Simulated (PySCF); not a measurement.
The free ion Fe6+ in its d2 configuration.

Method (PySCF 2.14, density fitting): CASSCF(2,5) with orbitals averaged over all microstates of the shell, strongly contracted NEVPT2 on the averaged canonical orbitals; basis x2c-TZVPall; spin-free X2C; gas phase; spin-orbit coupling by state interaction with the mean-field operator over all roots.

Problem. Which term lies lowest, and with what spin?

Solution. 3F (S = 1, orbital degeneracy 7), by NEVPT2.

Problem. List the excited states of the same spin.

Solution. By NEVPT2: 3P at 20439 cm⁻¹ (489 nm).

Problem. Which is the lowest state of another spin?

Solution. 1D at 17589 cm⁻¹ by NEVPT2; CASSCF alone puts it at 19969 cm⁻¹ above the same ground state.

Problem. What magnetic behaviour follows?

Solution. The lowest spin-orbit level is 5-fold with J = 2; the next lies at 1018.1 cm⁻¹. μeff is 1.82 μB at 300 K and 1.64 μB at 10 K; the free-ion value g_J√(J(J+1)) for the Hund's-rule level J = 2 is 1.63 μB.

The job took 1.6 s on one thread of Arm Neoverse V2 (shared host), with 48 basis functions, launched as `OMP_NUM_THREADS=1 python lf_run.py task.json out`.
